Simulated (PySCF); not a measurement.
Ligands exchanged one at a time, Ge C2H5-I. Isolated molecules, 0 K electronic values unless said otherwise. One relaxed conformer stands for each flexible species; it need not be the lowest. Strings in code marks are SMILES.

The HOMO from two functionals at the same geometries (B3LYP-D3(BJ)/def2-SVP), both in PySCF: PBE-D3(BJ)/def2-TZVP and ωB97X-D3(BJ)/def2-TZVP. 

| species | ωB97X-D3(BJ)/def2-TZVP (eV) |
|---|---|
| 0 of 4 C2H5 replaced by I | -9.81 |
| 1 of 4 C2H5 replaced by I | -9.35 |
| 2 of 4 C2H5 replaced by I (`C[CH2][Ge]([I])([I])[CH2]C` (C–C–Ge–I torsion 58°, I–Ge–C–C torsion -59°)) | -9.57 |
| 3 of 4 C2H5 replaced by I | -9.81 |
| 4 of 4 C2H5 replaced by I | -10.09 |

Q: What does PBE-D3(BJ)/def2-TZVP give for each?

A: 
- 0 of 4 C2H5 replaced by I: -6.23
- 1 of 4 C2H5 replaced by I: -5.93
- 2 of 4 C2H5 replaced by I (`C[CH2][Ge]([I])([I])[CH2]C` (C–C–Ge–I torsion 58°, I–Ge–C–C torsion -59°)): -6.20
- 3 of 4 C2H5 replaced by I: -6.39
- 4 of 4 C2H5 replaced by I: -6.66
Over these rows, drawn at random from the members with no instability flagged (it was tested for open shells, ions and some series alone), PBE minus ωB97X-D3(BJ): mean +3.44 eV, from +3.37 eV to +3.58 eV.
